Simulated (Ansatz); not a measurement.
Ideal-gas functions of `[SH][SnH2][Cl]` at 500 K and 1 bar, from an Ansatz frequency run at PBE0-D4/def2-TZVP.

Molar mass 189.26 g/mol, point group C1 (symmetry number 1), electronic degeneracy 1, moments of inertia 91.955, 257.756, 338.064 u Å². Harmonic wavenumbers (cm⁻¹, unscaled): 104, 147, 364, 369, 379, 521, 629, 678, 732, 1969, 1989, 2714.

Use S(trans) = R[1.5 ln M + 2.5 ln T − 1.1517]; rotational temperatures θ = 24.2544 K / I; S(rot) = R[ln(√π/σ · √(T³/θAθBθC)) + 1.5]; for each mode x = 1.438777 ν̃/T, S = R[x/(eˣ − 1) − ln(1 − e⁻ˣ)] and H = RT x/(eˣ − 1); 1 cm⁻¹ = 0.0119627 kJ/mol; R = 8.31446 J/(mol·K).

Q: By hand: the entropy, in J/(mol·K).

A: Translation 185.0. Rotation: θ = 0.2638, 0.0941, 0.0717 K, giving 121.1. Vibration, mode by mode: 18.38, 15.53, 8.30, 8.20, 7.99, 5.68, 4.43, 3.96, 3.50, 0.19, 0.18, 0.03, in all 76.4. Electronic 0.0. Sum 382.5 J/(mol·K).

Q: By hand: H − E and G − E in kJ/mol, counted from the electronic energy.

A: Zero-point energy ½ × 10595 × 0.0119627 = 63.4; thermal vibration 19.9; translation, rotation and pV give 4 RT = 16.6. H − E = 99.9 kJ/mol, and G − E = 99.9 − 500 × 382.5/1000 = -91.3 kJ/mol.

Vibration gives 20 % of the entropy, 33.9 J/(mol·K) of it from the modes under 150 cm⁻¹: soft modes count most, and the harmonic formula is weakest for them. The sum counts one conformer and one mirror image; others add a mixing term.
